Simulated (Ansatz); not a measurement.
CH6BFGeS. The species carries charge 0 and has multiplicity 1. The bonds changed during the relaxation, so this is another structure than the one it started from. The geometry is a stationary point of PBE0-D4/def2-TZVP. It is one conformer, not always the lowest.

```xyz
11

C     0.873   -0.566   -1.301
S     1.024   -0.267    0.475
Ge   -0.640    1.386    0.833
B    -0.848   -0.682    1.093
F    -0.896   -1.161    2.356
H    -0.164   -0.465   -1.616
H     1.216   -1.580   -1.504
H     1.494    0.152   -1.833
H    -0.682    2.088   -0.540
H     0.061    2.335    1.827
H    -1.439   -1.240    0.212
```

Problem. What is the dipole moment at B3LYP/def2-TZVPP? (An estimate is asked.)

Solution. Ansatz gave: 3.03 D, with components (0.78, 1.01, -2.74) D in this frame, pointing from negative to positive charge.

Problem. And with PBE, r2SCAN, ωB97M-V? (Best estimate.)

Solution. Ansatz gave: PBE 2.95 D, r2SCAN 3.06 D, ωB97M-V 3.02 D.

Problem. Give the Mulliken charges with B3LYP, PBE, ωB97M-V in def2-TZVPP. (Estimate.)

Solution. Ansatz gave: 
```json
{"atom": "C1", "B3LYP": "-0.26", "PBE": "-0.25", "ωB97M-V": "-0.33"}
{"atom": "S2", "B3LYP": "-0.11", "PBE": "-0.08", "ωB97M-V": "-0.05"}
{"atom": "Ge3", "B3LYP": "0.04", "PBE": "0.06", "ωB97M-V": "-0.01"}
{"atom": "B4", "B3LYP": "0.22", "PBE": "0.14", "ωB97M-V": "0.10"}
{"atom": "F5", "B3LYP": "-0.26", "PBE": "-0.22", "ωB97M-V": "-0.25"}
{"atom": "H6", "B3LYP": "0.13", "PBE": "0.13", "ωB97M-V": "0.14"}
{"atom": "H7", "B3LYP": "0.13", "PBE": "0.13", "ωB97M-V": "0.15"}
{"atom": "H8", "B3LYP": "0.13", "PBE": "0.13", "ωB97M-V": "0.15"}
{"atom": "H9", "B3LYP": "-0.01", "PBE": "-0.01", "ωB97M-V": "0.03"}
{"atom": "H10", "B3LYP": "0.00", "PBE": "0.00", "ωB97M-V": "0.04"}
{"atom": "H11", "B3LYP": "-0.01", "PBE": "-0.03", "ωB97M-V": "0.04"}
```

B3LYP here is the variant with VWN-RPA as its local correlation; programs differ in this.
